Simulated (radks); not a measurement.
These are the eigenvalues of the occupied orbitals of an atom or ion with whole-number occupations (hartree). All-electron calculation, Dirac Kohn-Sham, LB94 model potential, spin-unpolarised, spherical densities, finite nucleus; Fermi nuclear charge, rms radius of each element as measured or else 0.836 A^(1/3) + 0.57 fm. Program: a radial shooting solver on a logarithmic mesh with Libxc functionals.

| orbital | eigenvalue |
|---|---|
| 1s1/2 | -142.4077 |

Which element is it, and in what charge state? The configuration may be excited. Open shells, if any, fill j = l - 1/2 first.

Answer. Z = 17, chlorine, charge +16: Cl16+ in 1s1. The 1s level, -142.41 hartree, gives Z - s = 16.9 by -(Z - s)^2/2, which with screening and relativity narrows Z to a few neighbours, and the depths must fix Z and the occupations together.
